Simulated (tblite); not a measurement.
Compound: C₅H₇Cl₂N.
Bonds: C1–N2, N2–C3, N2–C4, C4–Cl5, C4–C6 (double), C6–C7 (double), C7–Cl8. Hydrogens: H9, H10, H11 on C1; H12, H13, H14 on C3; H15 on C7.

Computed geometry: GFN2-xTB, gas phase.

List the bond lengths, angles and torsions at this level.

```
                  bond  length (Å)   order
          C1–N2, N2–C3       1.444  single
                 N2–C4       1.370  single
                C4–Cl5       1.749  single
                 C4=C6       1.315  double
                 C6=C7       1.291  double
                C7–Cl8       1.759  single
C1–H9 and 3 like bonds       1.089  single
        C1–H10, C3–H12       1.097  single
                C7–H15       1.078  single
```

Bonds in one row agree within 0.01 Å and their mean is given. Orders are formal, as drawn. A selection of angles:
```
     angle  degrees
  N2–C1–H9    109.1
 N2–C1–H10    112.4
 H9–C1–H10    108.4
 H9–C1–H11    109.3
  C1–N2–C3    115.1
  C1–N2–C4    115.2
  C3–N2–C4    121.1
 N2–C4–Cl5    116.4
  N2–C4–C6    125.7
 Cl5–C4–C6    116.9
  C4–C6–C7    168.9
 C6–C7–Cl8    122.4
 C6–C7–H15    125.9
Cl8–C7–H15    111.6
```

Torsions: C1–N2–C4–Cl5 -179° (antiperiplanar). The mirror-image conformer, all signs reversed, is as good.

N2 (nitrogen bonded to 3 C) has angles 121.1°, 115.2° and 115.1°, sum 351.4°, 0.24 Å off the plane of its three neighbours. Of the pairs four or more bonds apart, Cl5···H13 is among the closest relative to their van der Waals radii: 2.49 Å, 84 % of the sum of Bondi's values. The 2 C–C bonds span 1.291 Å (C6=C7, drawn double) to 1.315 Å (C4=C6, drawn double), a spread of 0.024 Å. The C–N distances run from 1.370 Å (N2–C4, drawn single) to 1.445 Å (C1–N2, drawn single), a spread of 0.075 Å.

Point group: C1 (no symmetry element, even within 0.4 Å). Its GFN2-xTB frequencies are all real (lowest 52 cm⁻¹). One conformer, not necessarily the lowest. 3 starts were optimised and ended at 0.00, 0.00 and 0.02 kcal/mol (GFN2-xTB); the lowest of these is shown.
